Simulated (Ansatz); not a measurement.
(LiF)2 ring (Li2F2). Charge 0, multiplicity 3. Geometry r2SCAN-D4/def2-TZVP, that of the neutral singlet.

Cartesian coordinates in Å:
```
Li -0.8538 0.4790 0.5442
F -0.3957 0.5629 -1.1162
Li 0.8538 -0.4790 -0.5442
F 0.3957 -0.5630 1.1162
```

At PBE0-D4/def2-TZVP a singlet of charge 0 lies 7.42 eV below the triplet at the same geometry.

Problem. Estimate the α-spin orbital energies around the gap (eV) in Ansatz with PBE-D4/def2-TZVP, r2SCAN-D4/def2-TZVP, PBE0-D4/def2-TZVP.

Solution. 
```csv
orbital,PBE-D4/def2-TZVP,r2SCAN-D4/def2-TZVP,PBE0-D4/def2-TZVP
HOMO−5,-12.33,-13.09,-14.83
HOMO−4,-12.14,-12.75,-14.55
HOMO−3,-11.77,-12.37,-14.14
HOMO−2,-11.57,-12.18,-13.94
HOMO−1,-11.19,-11.81,-13.56
HOMO,-2.54,-2.55,-2.93
LUMO,-1.96,-1.95,-1.56
LUMO+1,-0.99,-0.92,-0.45
LUMO+2,0.19,0.40,0.80
LUMO+3,0.21,0.48,0.84
LUMO+4,0.58,0.89,1.23
LUMO+5,1.29,1.45,1.90
β HOMO,-10.80,-10.80,-11.32
β LUMO,-10.49,-10.40,-9.51
```
